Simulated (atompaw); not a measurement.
**lead: one change to a PAW (atompaw) potential, before and after**

Pb, PAW, made with atompaw 4.2.0.5 (PBEsol, scalar-relativistic). Core [Xe] 4f14 5d10, reference 6s1.75 6p2.25. Waves: 6s (bound); 6s channel at 2.6 Ry; 6p (bound); 6p channel at 0.5 Ry; 6d channel at 0.2 Ry. Local part: troulliermartins scheme with l = 3 at 1 Ry, radius 2.30 bohr. Core correction: smooth core density matched at 1.65 bohr. Augmentation charge: besselshape compensation charge, radius 2.65 bohr; PAW radius 2.75 bohr; waves and projectors: bloechl.

All-electron outer shells of the reference configuration (PBEsol, scalar-relativistic, ld1.x):

```tsv
shell	level (eV)	outermost node (bohr)	outermost maximum (bohr)
5p	-86.28	0.49	0.88
5d	-21.60	0.52	1.07
6s	-12.39	1.01	1.95
6p	-3.71	1.18	2.63
```

Change: reference 6s2 6p1.5; added wave 6d channel at 2.55 Ry.

Cutoffs: the cutoffs (Ry, on a coarse ladder) from which the occupation-weighted sum of valence levels, in a spherical-Bessel basis at the reference potential, stays within 10 and 1 mRy of its value at 400 Ry; they do not see the model core or the augmentation charge, which bear on the density cutoff.

Problem. What does the change do?

Solution. The potential gets harder (25 Ry and 35 Ry → 30 Ry and 35 Ry); the bound ghosts move from p, s to d, p, s; the range in which the d phases agree widens (upper end 0.5 → at the end of the scan).

```tsv
quantity	base	changed
cutoff, loose	25 Ry	30 Ry
cutoff, tight	35 Ry	35 Ry
bound ghosts	s, p	s, d, p
s: phases at 2.76 bohr within 0.05 rad from the reference energy up to (Ry; the scan ends near 5)	to the end of the scan	to the end of the scan
p: phases at 2.76 bohr within 0.05 rad from the reference energy up to (Ry; the scan ends near 5)	3.7	3.6
d: phases at 2.76 bohr within 0.05 rad from the reference energy up to (Ry; the scan ends near 5)	0.5	to the end of the scan
lowest overlap eigenvalue by channel	s 0.18, p 0.00, d 1.00	s 0.18, p 0.01, d 0.38
```

 A true bound ghost makes a file unfit for plane-wave use even where its test errors are small: the radial tests pick states by their node count and pass the ghost by. The cutoffs see the waves, projectors and local potential, not the compensation charge or the core.
